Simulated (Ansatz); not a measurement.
Reactions of GaH8NSi2, SMILES `[NH2][GaH][SiH2][SiH3]`.

Gas-phase electronic energies from Ansatz, PBE0-D4/def2-TZVP geometries. CBS: MP2 limit from def2 TZ/QZ plus the TZ coupled-cluster correction, frozen cores. This one scheme is used for every species. DFT in def2-TZVPP. For Ga, Ge outer-core shells are correlated without core-valence functions, which leaves a few kJ/mol of doubt a bond. Scalar relativity is left out up to krypton. One conformer a species, not always the lowest.

```json
{"reaction": "`[NH2][GaH][SiH2][SiH3]` + `[CH3][GaH][CH]=O` → `[NH2][GaH][SiH2]C=O` + `[CH3][GaH][SiH3]`", "r2SCAN-D4 (eV)": "-0.11"}
{"reaction": "`[NH2][GaH][SiH2][SiH3]` + `C#[C][GeH2][OH]` → `C#[C][GeH2][GaH][NH2]` + `O[SiH2][SiH3]`", "r2SCAN-D4 (eV)": "-0.68"}
{"reaction": "`[NH2][GaH][SiH2][SiH3]` + `CO[SiH](O)F` → `CO[SiH](F)O[SiH3]` + `[NH2][GaH][SiH3]`", "r2SCAN-D4 (eV)": "-0.89"}
{"reaction": "`[NH2][GaH][SiH2][SiH3]` + `C=O` → `[NH2][GaH][SiH2]C=O` + SiH₄", "r2SCAN-D4 (eV)": "0.26"}
{"reaction": "`[NH2][GaH][SiH2][SiH3]` + `[OH][GeH]([F])[SH]` → `[OH][GeH]([F])[S][SiH3]` + `[NH2][GaH][SiH3]`", "r2SCAN-D4 (eV)": "-0.49"}
```

Problem. Give the CCSD(T)/CBS values in the same order. (Estimate.)

Solution. The calculation gave: -0.09, -0.70, -0.97, 0.28, -0.54 eV.

Largest T1 diagnostic: 0.016, for `[NH2][GaH][SiH2]C=O`.
